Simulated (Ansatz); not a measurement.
Ligand exchange on a metal centre used in film growth or etching (Cd Cl-OH). Isolated molecules, 0 K electronic values unless said otherwise. One relaxed conformer stands for each flexible species; it need not be the lowest.

Quantity: redistribution energy (mixed species minus the weighted end members), in kcal/mol.

Case: 1 of 2 Cl replaced by OH: [Cd(Cl)(OH)]. The other species in the difference include [Cd(Cl)2] (neutral, multiplicity 1). Geometry of [Cd(Cl)(OH)] (neutral, multiplicity 1, Å):

```xyz
4

Cd    -0.0892     0.0131     0.0134
Cl     0.9458    -0.7479     1.9113
O     -0.9582     0.7935    -1.5836
H     -1.2923     0.0696    -2.1481
```

Problem. What is the computed redistribution energy (mixed species minus the weighted end members) (frozen-core MP2/def2-TZVPP // TPSS-D3(BJ)/def2-SVP (Ansatz, a first-principles code))?

Solution. -0.21 kcal/mol.
